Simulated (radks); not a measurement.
Values are calculated unless marked as measured or tabulated.
Correlation energies from several functionals, in hartree. Species: K4+ [Ne] 3s2 3p3; In2+ [Kr] 4d10 5s1; Rb [Kr] 5s1; Al+ [Ne] 3s2. Level of theory: non-relativistic Kohn-Sham, LDA (Slater exchange, Perdew-Wang correlation), spin-polarised, spherical densities, point nucleus (a radial shooting solver on a logarithmic mesh with Libxc functionals). Every spin shell is full or empty, so the densities are truly spherical. Functionals are evaluated on that one density, not self-consistently.

| functional | K4+ | In2+ | Rb | Al+ |
|---|---|---|---|---|
| PW92 | -1.2614 | -4.5658 | -3.3448 | -0.93042 |
| PZ | -1.2545 | -4.5633 | -3.3428 | -0.92800 |
| PBE | -0.57239 | -2.5393 | -1.7976 | -0.42195 |
| LYP | -0.63306 | -2.4156 | -1.7835 | -0.48179 |
| P86 | -0.65841 | -2.8727 | -2.0484 | -0.47979 |
| SCAN | -0.57427 | -2.5315 | -1.7996 | -0.42628 |
| r2SCAN | -0.58006 | -2.5454 | -1.8146 | -0.42978 |
| B95 | -0.69733 | -3.0986 | -2.1626 | -0.49467 |
